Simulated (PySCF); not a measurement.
C₃H₆O₂Se, SMILES O=C(O)CC[SeH], singlet at its GFN2-xTB optimised geometry (Å):

```
12

O      1.5512     0.5739    -0.1816
C      0.8534    -0.3892     0.0000
O      1.3500    -1.6066     0.2253
C     -0.6538    -0.3892     0.0000
C     -1.2323     1.0143     0.0000
Se    -0.8646     2.0105    -1.6636
H      2.3204    -1.5922     0.2015
H     -0.9803    -0.9419    -0.8855
H     -0.9940    -0.9465     0.8762
H     -0.8309     1.6066     0.8224
H     -2.3204     0.9803     0.0758
H      0.5502     2.1064    -1.4512
```

Computed with PBE/def2-TZVP (PySCF). Cells within 0.4 Å of a nucleus heavier than hydrogen are left out (blank, or x).

Map of the log10 of the electron density (e/bohr³), floored at −4 on the plane z = 0.0 Å:

```
|0000000000000000000000000|
|0000000011111000000000000|
|0000001122221100000000000|
|0000001233332210000000000|
|0000012334433221000000000|
|0000123445544322110000000|
|0001234556654333322100000|
|0012355677765444543210000|
|0013567788865456665421000|
|00235788xx875568987532000|
|00235788xx876679x98642000|
|0013467788877789x98642000|
|0002345678988899987542000|
|0001234578xx89xx876432000|
|0000123578x888x9876432000|
|0000013567777789987642100|
|000001245666568xx98753100|
|0000001344444689x88643100|
|0000000123334578876532000|
|0000000011123456654321000|
|0000000000001334432210000|
|0000000000000122221000000|
|0000000000000000000000000|
|0000000000000000000000000|
|0000000000000000000000000|
```
Scale: ten equal steps from -4.00 (start of '0') to -0.162 (end of '9'), in the order '0123456789'; x runs from -4.50 to 4.50, y from -4.50 (bottom) to 4.50 (top).
